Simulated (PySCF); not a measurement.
# A PySCF run on Ga2

State: ³Πu (triplet), unpaired electrons σ ↑, π ↑.

An equivalent input (the run itself took its basis sets from the Basis Set Exchange, started from a PBE0 density and held the occupation σ 9α 8β, πx 4α 4β, πy 5α 4β, δx 2α 2β, δy 2α 2β):

```python
from pyscf import gto, dft
mol = gto.M(atom='Ga 0 0 0; Ga 0 0 2.722', basis={'Ga': 'cc-pVDZ-PP'}, ecp={'Ga': 'cc-pVDZ-PP'},
            charge=0, spin=2, verbose=4, symmetry='C2v')
mf = dft.UKS(mol, xc='PBE')
mf.grids.atom_grid = (80, 434)
mf.grids.prune = dft.gen_grid.treutler_prune
mf.irrep_nelec = {'A1': (11, 10), 'A2': (2, 2), 'B1': (4, 4), 'B2': (5, 4)}
mf.conv_tol = 1e-9
mf.max_cycle = 60
mf.diis_space = 10
mf.kernel()
```

The log (some set-up lines and the per-cycle HOMO/LUMO lines removed):

```
******** <class 'pyscf.dft.uks_symm.SymAdaptedUKS'> ********
method = SymAdaptedUKS
damping factor = 0
level_shift factor = 0
DIIS = <class 'pyscf.scf.diis.CDIIS'>
diis_start_cycle = 1
diis_space = 10
diis_damp = 0
SCF conv_tol = 1e-09
SCF conv_tol_grad = None
SCF max_cycles = 60
number electrons alpha = 22  beta = 20
Set gradient conv threshold to 3.16228e-05
init E= -518.944687321681
cycle= 1 E= -518.946249536533  delta_E= -0.00156  |g|= 0.0346  |ddm|= 0.17
cycle= 2 E= -518.946459585347  delta_E= -0.00021  |g|= 0.0254  |ddm|= 0.113
cycle= 3 E= -518.946778278089  delta_E= -0.000319  |g|= 0.00142  |ddm|= 0.0683
cycle= 4 E= -518.946780531047  delta_E= -2.25e-06  |g|= 0.000281  |ddm|= 0.00771
cycle= 5 E= -518.946780627322  delta_E= -9.63e-08  |g|= 1.55e-05  |ddm|= 0.00137
cycle= 6 E= -518.946780627728  delta_E= -4.06e-10  |g|= 9.12e-07  |ddm|= 0.000128
Extra cycle  E= -518.946780627728  delta_E= -2.27e-13  |g|= 9.2e-07  |ddm|= 7.13e-06
converged SCF energy = -518.946780627728  <S^2> = 2.0026605  2S+1 = 3.0017731
```

Repeating this along the bond gives Re = 2.760 Å and ωe = 151 cm⁻¹.

A point of this curve took 0.48 CPU seconds beside 0.38 for the integrals, on Arm Neoverse V2 (shared host).

Spin–orbit coupling is left out. The state was picked by a PBE0 search and need not be the measured ground state.
